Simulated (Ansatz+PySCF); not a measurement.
The numbers below are computed, except where a source is named.
## PySCF 2.14.0 run

```python
from pyscf import gto, scf, cc

mol = gto.M(atom="""
Be 2.076550 0.000000 1.454020
C 0.000000 0.000000 0.000000
F -1.597350 0.000000 1.118470
""", basis='sto-3g', charge=1, spin=0)
mf = scf.UHF(mol)
mf.kernel()
mycc = cc.CCSD(mf, frozen=3).run()
et = mycc.ccsd_t()
print(mf.e_tot, mycc.e_corr, et, mycc.e_tot + et)
```

The script is written out from the run's settings.

Output:

```yaml
Converged: yes
Reference_energy: -149.21306 hartree
CCSD_correlation_energy: -0.21530 hartree
Triples_correction: -0.00646 hartree
Total_energy: -149.43482 hartree
Spin_squared_of_the_determinant: 0.000
```

This is not the lowest solution: another run reaches a determinant 4.12 eV lower. Caution: large amplitudes, a single reference is doubtful.
